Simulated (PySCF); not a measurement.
Correlation energy of O²⁺ (oxygen, charge +2)

[He] 2s2 2p2, high-spin 3P determinant. Computed with PySCF 2.14 in x2c-SVPall, with scalar relativity by spin-free X2C-1e. Frozen: 1s2; 4 electrons correlated.

MP2 pair energies summed by pair of shells (mhartree):

```json
{"pair": "2s-2p", "energy": "-31.60", "share (%)": "57.6"}
{"pair": "2s-2s", "energy": "-18.58", "share (%)": "33.9"}
{"pair": "2p-2p", "energy": "-4.68", "share (%)": "8.5"}
```

Total MP2 correlation energy: -54.86 mhartree.

Same-spin part -7.66 and opposite-spin part -47.20 mhartree; SCS-MP2 scales them by 1/3 and 6/5 to -59.20 mhartree.

| level | correlation energy (mhartree) |
| --- | --- |
| CCSD | -77.58 |
| (T) | -0.63 |
| CCSD(T) | -78.21 |

Diagnostics: T1 = 0.0044, D1 = 0.0086, largest double amplitude 0.128.

Cost of the coupled-cluster step: 0.05 s of wall time on 1 thread of Intel(R) Xeon(R) 6975P-C (shared host), for 4 correlated electrons.
